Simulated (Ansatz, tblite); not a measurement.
Isomers of BiTe$_{2}$ (doublet), found by a short tight-binding search and relaxed with B3LYP-D4/def2-SVP in Ansatz.

In the def2 sets Bi, Te take a core potential; there is no spin–orbit coupling. The xTB rows come from tblite.

Run but left out: HF/def2-SVP, PBE-QIDH/def2-TZVP, MP2/def2-SVP, CCSD/def2-SVP, CCSD(T)/def2-SVP (A: ⟨S²⟩ 1.40 to 1.61, where a pure state has 0.75).

Other spin states were run for one of them alone.

A:

```xyz
3

Bi    0.014    0.760   -1.077
Te    1.752   -0.987    0.134
Te   -1.766    0.227    0.943
```

B:

```xyz
3

Bi   -0.318    0.530    1.546
Te   -0.193   -1.582   -0.394
Te    0.511    1.053   -1.152
```

Estimate their order by electronic energy at PBE0-D4/def2-TZVP, counted from the lowest.

B (0.00) < A (0.49), in eV.

Do the other levels pick the same lowest one?

All that were run do. Energies above each level's lowest (eV):

```
              level     A     B
           GFN1-xTB  0.86  0.00
           GFN2-xTB  0.49  0.00
   PBE-D4/def2-TZVP  0.26  0.00
  BLYP-D4/def2-TZVP  0.13  0.00
r2SCAN-D4/def2-TZVP  0.33  0.00
  PBE0-D4/def2-TZVP  0.49  0.00
```
Point groups (tolerance 0.1 Å): A C2v, B C2v. Lower isomers may exist.
